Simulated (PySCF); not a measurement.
# How the method changes the shape and vibrations of AlBClH2O cation

All numbers below are calculated, not measured. They come from PySCF 2.14.0, an open-source quantum chemistry program, on an isolated molecule that a program drew, which may never have been made. The molecule is AlBClH2O cation (charge +1, singlet), drawn as the SMILES string `B[O][Al+][Cl]`.

The geometry was optimised and harmonic frequencies were computed with HF and MP2, all in the cc-pV(D+d)Z basis, for the commonest isotopes, with a restricted reference for singlets and an unrestricted one otherwise, and a frozen core in MP2. Each result is a local minimum of its method.

Geometry at the HF minimum:
```xyz
6
AlBClH2O cation, angstrom
B    -0.1756   -0.7247   -2.0881
O    -0.6598   -1.4012   -0.9604
Al   -1.2128   -2.1753    0.3283
Cl   -1.9043   -3.1432    1.9394
H     0.8817   -0.1894   -1.9863
H    -0.8583   -0.7368   -3.0619
```

Lengths of the bonds as drawn, in Å (atoms numbered as above):
```
   bond     HF    MP2
  B1-O2  1.401  1.415
 O2-Al3  1.602  1.629
Al3-Cl4  2.003  2.014
  B1-H5  1.189  1.196
  B1-H6  1.189  1.196
```

Rotational constants, in GHz:
```
constant,HF,MP2
A,223.7,218.9
B,1.653,1.62
C,1.641,1.608
```

Harmonic frequencies in cm^-1, each column in rising order, so a row needn't be the same motion in every method:
```
rank    HF   MP2
   1    91    66
   2    98    83
   3   185   140
   4   215   175
   5   490   473
   6   875     ?
   7  1044   990
   8  1130  1082
   9  1332  1271
  10  1351  1295
  11  2750  2693
  12  2870  2827
```

**Estimate the missing MP2 frequency from the HF column.**

A single factor s that minimises the squared misfit of MP2 against s times HF over the other rows is sum(HF x MP2) / sum(HF^2) = 0.9739, with an rms misfit of 25 cm^-1. For rank 6 it gives 0.9739 x 875 = 852 cm^-1. The calculation gives 842 cm^-1, 10 cm^-1 below the estimate. The drawn bonds are on average 0.9 % longer in MP2 than in HF.
